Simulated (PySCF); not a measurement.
Atomic charges against the basis set

C2H3Cl3OSi.
Structure used (PBE0-D3(BJ)/def2-SVP), in Å, numbered top down from 1:
```
atom  x, y, z in Å
O1    -1.3456   -0.2010    0.2367
C2    -0.1587   -0.3591    0.3686
Si3    1.0316    1.1166    0.0003
C4     2.8228    0.5181    0.3198
Cl5    2.9337    0.0049    2.0256
Cl6    3.1290   -0.8819   -0.7441
Cl7    3.9966    1.8074   -0.0109
H8     0.2609   -1.3479    0.7001
H9     0.9135    1.5191   -1.4271
H10    0.7386    2.2481    0.9207
```

PBE0 throughout (PySCF), one geometry, spherical d and f functions. Geometry: PBE0-D3(BJ)/def2-SVP, one conformer, isolated molecule. Atoms taken as equivalent share a column and are averaged.

Mulliken charges (e):

```json
{"basis": "STO-3G", "functions": "54", "O1": "-0.159", "C2": "-0.049", "Si3": "+0.636", "C4": "-0.082", "Cl5/Cl6/Cl7": "-0.086", "H8": "+0.074", "H9/H10": "-0.081"}
{"basis": "6-31G", "functions": "85", "O1": "-0.338", "C2": "-0.054", "Si3": "+0.746", "C4": "-0.921", "Cl5/Cl6/Cl7": "+0.167", "H8": "+0.172", "H9/H10": "-0.053"}
{"basis": "pcSseg-0", "functions": "85", "O1": "-0.417", "C2": "-0.207", "Si3": "+0.977", "C4": "-1.068", "Cl5/Cl6/Cl7": "+0.145", "H8": "+0.235", "H9/H10": "+0.023"}
{"basis": "6-31G*", "functions": "120", "O1": "-0.333", "C2": "+0.037", "Si3": "+0.512", "C4": "-0.532", "Cl5/Cl6/Cl7": "+0.065", "H8": "+0.162", "H9/H10": "-0.020"}
{"basis": "cc-pVDZ", "functions": "129", "O1": "-0.184", "C2": "+0.045", "Si3": "+0.438", "C4": "-0.430", "Cl5/Cl6/Cl7": "+0.032", "H8": "+0.038", "H9/H10": "-0.001"}
{"basis": "def2-SVP", "functions": "129", "O1": "-0.212", "C2": "0.000", "Si3": "+0.542", "C4": "-0.274", "Cl5/Cl6/Cl7": "-0.027", "H8": "+0.053", "H9/H10": "-0.014"}
{"basis": "aug-cc-pVDZ", "functions": "204", "O1": "-0.448", "C2": "+0.442", "Si3": "+0.012", "C4": "-0.599", "Cl5/Cl6/Cl7": "+0.023", "H8": "-0.168", "H9/H10": "+0.346"}
{"basis": "6-311+G(2d,p)", "functions": "239", "O1": "-0.300", "C2": "-0.125", "Si3": "+0.419", "C4": "+0.436", "Cl5/Cl6/Cl7": "-0.175", "H8": "+0.124", "H9/H10": "-0.015"}
{"basis": "def2-TZVP", "functions": "259", "O1": "-0.233", "C2": "+0.028", "Si3": "+0.189", "C4": "+0.070", "Cl5/Cl6/Cl7": "-0.065", "H8": "+0.100", "H9/H10": "+0.021"}
{"basis": "cc-pVTZ", "functions": "268", "O1": "-0.231", "C2": "+0.078", "Si3": "+0.308", "C4": "-0.095", "Cl5/Cl6/Cl7": "-0.045", "H8": "+0.060", "H9/H10": "+0.009"}
{"basis": "IGLO-III", "functions": "311", "O1": "-0.365", "C2": "+0.070", "Si3": "+0.754", "C4": "-0.486", "Cl5/Cl6/Cl7": "+0.073", "H8": "+0.071", "H9/H10": "-0.131"}
{"basis": "pcSseg-2", "functions": "322", "O1": "-0.324", "C2": "+0.106", "Si3": "+0.573", "C4": "-0.041", "Cl5/Cl6/Cl7": "-0.067", "H8": "+0.053", "H9/H10": "-0.082"}
```

IAO charges (e):

```
        basis  functions      O1      C2     Si3      C4  Cl5/Cl6/Cl7      H8  H9/H10
       STO-3G         54  -0.153  -0.133  +0.706  -0.295       -0.017  +0.100  -0.087
        6-31G         85  -0.307  -0.004  +0.593  -0.283       -0.011  +0.126  -0.046
     pcSseg-0         85  -0.295  -0.012  +0.600  -0.319       -0.003  +0.121  -0.043
       6-31G*        120  -0.333  +0.019  +0.701  -0.263       -0.022  +0.107  -0.083
      cc-pVDZ        129  -0.327  +0.019  +0.688  -0.237       -0.028  +0.105  -0.082
     def2-SVP        129  -0.329  +0.017  +0.707  -0.247       -0.024  +0.102  -0.089
  aug-cc-pVDZ        204  -0.351  +0.028  +0.693  -0.229       -0.031  +0.111  -0.080
6-311+G(2d,p)        239  -0.353  +0.022  +0.723  -0.247       -0.026  +0.112  -0.088
    def2-TZVP        259  -0.352  +0.020  +0.734  -0.251       -0.026  +0.110  -0.092
      cc-pVTZ        268  -0.347  +0.021  +0.720  -0.242       -0.028  +0.110  -0.088
     IGLO-III        311  -0.355  +0.020  +0.735  -0.256       -0.024  +0.112  -0.092
     pcSseg-2        322  -0.352  +0.020  +0.730  -0.252       -0.025  +0.111  -0.090
```

Hirshfeld charges (e):

```csv
basis,functions,O1,C2,Si3,C4,Cl5/Cl6/Cl7,H8,H9/H10
STO-3G,54,-0.116,+0.030,+0.396,+0.183,-0.133,+0.017,-0.055
6-31G,85,-0.189,+0.054,+0.272,+0.013,-0.033,+0.042,-0.047
pcSseg-0,85,-0.185,+0.046,+0.294,+0.013,-0.033,+0.030,-0.050
6-31G*,120,-0.190,+0.059,+0.278,+0.027,-0.036,+0.040,-0.052
cc-pVDZ,129,-0.180,+0.047,+0.288,+0.010,-0.026,+0.029,-0.059
def2-SVP,129,-0.191,+0.050,+0.289,+0.009,-0.022,+0.029,-0.060
aug-cc-pVDZ,204,-0.201,+0.042,+0.292,-0.019,-0.013,+0.036,-0.056
"6-311+G(2d,p)",239,-0.203,+0.043,+0.297,-0.026,-0.013,+0.037,-0.056
def2-TZVP,259,-0.200,+0.044,+0.293,-0.013,-0.016,+0.036,-0.057
cc-pVTZ,268,-0.195,+0.046,+0.293,-0.009,-0.018,+0.034,-0.057
IGLO-III,311,-0.205,+0.041,+0.290,-0.020,-0.009,+0.033,-0.056
pcSseg-2,322,-0.201,+0.042,+0.298,-0.016,-0.015,+0.036,-0.058
```

ESP-fitted charges (e):

| basis | functions | O1 | C2 | Si3 | C4 | Cl5/Cl6/Cl7 | H8 | H9/H10 |
| --- | --- | --- | --- | --- | --- | --- | --- | --- |
| STO-3G | 54 | -0.247 | +0.269 | +0.219 | +0.118 | -0.111 | -0.010 | -0.008 |
| 6-31G | 85 | -0.409 | +0.439 | +0.122 | -0.270 | +0.019 | +0.004 | +0.029 |
| pcSseg-0 | 85 | -0.396 | +0.372 | +0.181 | -0.211 | -0.001 | +0.019 | +0.019 |
| 6-31G* | 120 | -0.356 | +0.362 | +0.177 | -0.513 | +0.091 | +0.011 | +0.023 |
| cc-pVDZ | 129 | -0.345 | +0.349 | +0.190 | -0.567 | +0.108 | +0.006 | +0.022 |
| def2-SVP | 129 | -0.364 | +0.379 | +0.152 | -0.488 | +0.093 | -0.005 | +0.023 |
| aug-cc-pVDZ | 204 | -0.397 | +0.415 | +0.161 | -0.615 | +0.123 | +0.004 | +0.032 |
| 6-311+G(2d,p) | 239 | -0.390 | +0.385 | +0.184 | -0.646 | +0.130 | +0.015 | +0.031 |
| def2-TZVP | 259 | -0.381 | +0.383 | +0.173 | -0.573 | +0.113 | +0.008 | +0.024 |
| cc-pVTZ | 268 | -0.368 | +0.362 | +0.189 | -0.559 | +0.108 | +0.011 | +0.020 |
| IGLO-III | 311 | -0.391 | +0.391 | +0.193 | -0.737 | +0.159 | +0.009 | +0.029 |
| pcSseg-2 | 322 | -0.395 | +0.394 | +0.201 | -0.528 | +0.095 | +0.009 | +0.018 |

Some averages cover members that differ in this geometry, most widely: Cl5/Cl6/Cl7, Mulliken in 6-311+G(2d,p) -0.312 to +0.095; Cl5/Cl6/Cl7, ESP-fitted in 6-31G +0.009 to +0.036; Cl5/Cl6/Cl7, ESP-fitted in IGLO-III +0.150 to +0.176; Cl5/Cl6/Cl7, ESP-fitted in aug-cc-pVDZ +0.114 to +0.140 e.

Which scheme is steadiest as the basis changes?

Largest range over the bases for any column: IAO 0.20 e, Hirshfeld 0.21 e, ESP-fitted 0.85 e, Mulliken 1.50 e. IAO and Hirshfeld charges move least and Mulliken charges most, counted in e. Without the minimal STO-3G basis the ranges are IAO 0.14, Hirshfeld 0.05, ESP-fitted 0.53, Mulliken 1.50 e.

How much do the charges still move between the two largest bases, IGLO-III and pcSseg-2?

At most, over all atoms: Mulliken 0.445 e, IAO 0.005 e, Hirshfeld 0.007 e, ESP-fitted 0.208 e.

What do the same runs give for the total energy, the frontier levels and the dipole moment?

| basis | energy (Eh) | HOMO (eV) | LUMO (eV) | μ (D) |
| --- | --- | --- | --- | --- |
| STO-3G | -1802.2607 | -4.68 | 1.64 | 1.55 |
| 6-31G | -1822.3220 | -7.46 | -1.86 | 0.63 |
| pcSseg-0 | -1820.2431 | -7.57 | -1.98 | 0.81 |
| 6-31G* | -1822.4628 | -7.31 | -1.71 | 0.68 |
| cc-pVDZ | -1822.5680 | -7.23 | -1.72 | 0.75 |
| def2-SVP | -1821.9045 | -7.29 | -1.78 | 1.02 |
| aug-cc-pVDZ | -1822.5903 | -7.45 | -2.05 | 1.03 |
| 6-311+G(2d,p) | -1822.6398 | -7.49 | -2.09 | 1.05 |
| def2-TZVP | -1822.6593 | -7.43 | -2.00 | 1.07 |
| cc-pVTZ | -1822.6740 | -7.39 | -1.94 | 0.97 |
| IGLO-III | -1822.6494 | -7.41 | -2.01 | 1.25 |
| pcSseg-2 | -1822.6898 | -7.50 | -2.07 | 0.97 |

The dipole is fixed by the density alone, so its range of 0.92 D shows that the density itself changes with the basis, not only its division among atoms.
